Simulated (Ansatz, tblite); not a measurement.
Cost and result up the ladder for `CO[B-](OC)(OC)Oc1ccc(F)cc1` (28 atoms). Charge -1, multiplicity 1. Geometry: PBE-D4/def2-SVP.

Ansatz on 4 threads of Arm Neoverse V1 on a shared host; xTB runs through tblite on one thread. Times are rough, summed over both states, and most runs start from the orbitals of an earlier one. PBE0-D4/def2-SVP serves as the yardstick here, not as an exact answer. The other state is a triplet.

The xTB rows come from tblite.

xTB has no spin-polarisation term.

```tsv
level	functions	wall time	vertical triplet (eV)	difference from PBE0-D4/def2-SVP (eV)	remarks
GFN2-xTB	73	0.04 s	3.83	0.27	–
GFN1-xTB	86	0.047 s	3.78	0.22	–
PBE-D4/def2-SVP (with forces)	275	44 s	3.46	-0.11	HOMO above zero (triplet)
PBE0-D4/def2-SVP	275	67 s	3.56	0.00	HOMO above zero (triplet)
```
